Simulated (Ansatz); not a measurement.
Q: Name a neutral molecule of C, N, S, Si and H with HOMO–LUMO gap (PBE/def2-TZVPP) between 2.80 and 3.10 eV and LUMO energy (B3LYP/def2-TZVPP) between -1.65 and -1.35 eV (Ansatz, PBE0-D4/def2-TZVP geometry).

A: `C[SiH2]NC=S` (3.07 eV, -1.43 eV); `[SiH3]NC=S` (3.01 eV, -1.41 eV). Other molecules can fit too; these were computed, each in one conformer that needn't be the lowest.

B3LYP here is the variant with VWN-RPA as its local correlation; programs differ in this.
